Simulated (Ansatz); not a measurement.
Gas-phase electronic energies from Ansatz, PBE0-D4/def2-TZVP geometries. CCSD(T)/CBS adds triple-zeta CCSD(T) − MP2 to the extrapolated MP2 energy (def2 sets, frozen cores). This one scheme is used for every species. Functionals use def2-TZVPP. B3LYP here is the variant with VWN-RPA as its local correlation; programs differ in this. For Ge outer-core shells are correlated without core-valence functions, which leaves a few kJ/mol of doubt a bond. Scalar relativity is left out up to krypton. One conformer a species, not always the lowest.

Reaction (cleavage of the Ge–Si bond): `C[NH][GeH2][SiH3]` + CH₃NH₂ → `C[NH][GeH2][NH]C` + SiH₄

`C[NH][GeH2][SiH3]`:

Cartesian coordinates in Å:
```
C -0.073 1.544 -1.221
N -0.445 1.419 0.176
Ge 0.364 0.090 1.169
Si 0.013 -2.117 0.299
H -0.384 0.704 -1.861
H -0.498 2.459 -1.643
H 1.014 1.630 -1.302
H -1.449 1.433 0.295
H -0.204 0.204 2.596
H 1.870 0.418 1.173
H 0.460 -2.197 -1.119
H -1.435 -2.459 0.350
H 0.768 -3.129 1.087
```

CH₃NH₂:

```xyz
7

C     0.536   -0.187    0.011
N    -0.795    0.314    0.306
H     0.744   -0.378   -1.052
H     0.700   -1.121    0.555
H     1.280    0.526    0.373
H    -1.500   -0.339   -0.012
H    -0.964    1.185   -0.180
```

`C[NH][GeH2][NH]C`:

```xyz
15

C     0.994    0.480   -1.853
N     0.236   -0.622   -1.295
Ge   -1.226   -0.281   -0.250
N    -0.548    0.550    1.231
C     0.334   -0.175    2.123
H     0.516    0.968   -2.714
H     1.986    0.143   -2.167
H     1.140    1.240   -1.082
H     0.117   -1.386   -1.943
H    -1.873   -1.666   -0.007
H    -2.251    0.720   -0.833
H    -1.207    1.136    1.721
H    -0.177   -0.890    2.783
H     1.061   -0.735    1.530
H     0.898    0.519    2.754
```

SiH₄:

Z-matrix (Å, degrees):
```
Si
H 1 1.485
H 1 1.485 2 109.5
H 1 1.485 2 109.5 3 -120.0
H 1 1.485 2 109.5 3 120.0
```

```csv
level,ΔE (kcal/mol),difference from CCSD(T)/CBS
PBE-D4,2.5,3.7
r2SCAN-D4,0.4,1.6
PBE0-D4,1.7,2.9
B3LYP-D4,-0.6,0.6
ωB97X-V,-1.4,-0.2
ωB97M-V,-1.4,-0.2
B2PLYP,-1.4,-0.2
PBE,3.1,4.3
r2SCAN,0.5,1.7
PBE0,2.1,3.3
B3LYP,0.2,1.4
HF/def2-TZVPP,-3.6,-2.4
MP2/def2-TZVPP,-3.4,-2.2
SCS-MP2/def2-TZVPP,-3.8,-2.6
CCSD/def2-TZVPP,-2.1,-0.9
CCSD(T)/def2-TZVPP,-2.0,-0.8
HF/def2-QZVPP,-3.6,-2.4
MP2/def2-QZVPP,-2.9,-1.7
SCS-MP2/def2-QZVPP,-3.4,-2.2
HF/CBS(def2),-3.6,-2.4
MP2/CBS(def2),-2.5,-1.3
CCSD/CBS(def2),-1.2,0.0
CCSD(T)/CBS,-1.2,0
```

Largest T1 diagnostic among the species: 0.012.

From PBE to PBE0 (25 % exact exchange), in def2-TZVPP and without D4, ΔE moves by −1.0 kcal/mol. The D4 term adds −0.8 kcal/mol with B3LYP and −0.4 kcal/mol with PBE0; it sums over pairs of atoms, weighted by their polarisabilities, and B3LYP, whose exchange is more repulsive, gets the larger term.
